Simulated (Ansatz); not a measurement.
`C=C(F)[SiH2]N`, relaxed with RKS PBE-D4/def2-SVP in Ansatz 0.2.0 from a rough embedded geometry. The force threshold is 0.03 eV/Å; the program also tests the step.

Charge 0, multiplicity 1.

Start:

```xyz
11

C    -0.057   -1.926   -0.184
C     0.514   -0.736   -0.214
F     1.825   -0.723    0.026
Si   -0.220    0.839   -0.508
N    -0.197    1.845    0.900
H    -1.203   -2.021   -0.333
H     0.451   -2.847    0.036
H     0.471    1.611   -1.562
H    -1.706    0.709   -0.911
H     0.770    1.937    1.131
H    -0.648    1.313    1.620
```

| step | energy (eV) | largest force (eV/Å) | largest move (Å) |
| --- | --- | --- | --- |
| 1 | -14236.9760 | 3.749 | 0.000 |
| 2 | -14237.4096 | 1.575 | 0.116 |
| 3 | -14237.5073 | 0.472 | 0.145 |
| 4 | -14237.5282 | 0.178 | 0.118 |
| 5 | -14237.5314 | 0.166 | 0.080 |
| 6 | -14237.5337 | 0.164 | 0.084 |
| 7 | -14237.5371 | 0.044 | 0.054 |
| 8 | -14237.5373 | 0.075 | 0.035 |
| 9 | -14237.5378 | 0.018 | 0.014 |

End:

```xyz
11

C    -0.104   -2.060   -0.276
C     0.525   -0.873   -0.220
F     1.862   -0.837    0.056
Si   -0.249    0.850   -0.452
N    -0.181    1.911    0.928
H    -1.181   -2.097   -0.492
H     0.437   -3.007   -0.113
H     0.502    1.541   -1.554
H    -1.687    0.600   -0.815
H     0.714    2.358    1.144
H    -0.639    1.615    1.794
```

Run time 11 s (4 threads of an Arm Neoverse V1 on a shared host); peak host memory 0.15 GiB.
